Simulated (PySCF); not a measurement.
**C₆ coefficients of unlike pairs at BHandHLYP**

Calculated with PySCF 2.14 from the dipole response of each species, C₆(A,B) = (3/π) ∫ α_A(iu) α_B(iu) du, in atomic units, from isotropic polarisabilities. For ions this is the dispersion term alone; charge-induced terms of lower order in 1/R come first.

| species | configuration | basis | relativity | α (bohr³) | C₆ (like pair) |
| --- | --- | --- | --- | --- | --- |
| Kr⁺ | [Ar] 3d10 4s2 4p5 (2P) | aug-cc-pVQZ-PP with one added diffuse shell each of s, p, d, f, g type with ECP10MDF (8s7p6d4f3g) | core potential | 10.73 | 65.51 |
| Nb³⁺ | [Kr] 4d2 (3F) | def2-TZVPPD with the def2 core potential (28 electrons) (6s4p3d2f1g) | core potential | 5.604 | 24.28 |
| Ge⁻ | [Ar] 3d10 4s2 4p3 (4S) | aug-cc-pVTZ-PP with one added diffuse shell each of s, d, f type with ECP10MDF (7s5p5d3f) | core potential | 191.0 | 2668 |
| Ca²⁺ | [Ar] (1S) | def2-TZVPPD (6s5p3d) | none | 3.234 | 10.42 |

(1) Estimate C₆ for Ge⁻ with Kr⁺.

No spin-orbit coupling is included.

The other pairs:

```tsv
pair	C₆
Ca²⁺, Kr⁺	25.30
Ca²⁺, Nb³⁺	15.86
Ge⁻, Nb³⁺	166.7
Ca²⁺, Ge⁻	101.1
Nb³⁺, Kr⁺	39.20
```

Answers

(1) The integral gives 305.6. The combination rule 2 C_A C_B / (C_A α_B/α_A + C_B α_A/α_B) gives 265.6 and the geometric mean 418.1.
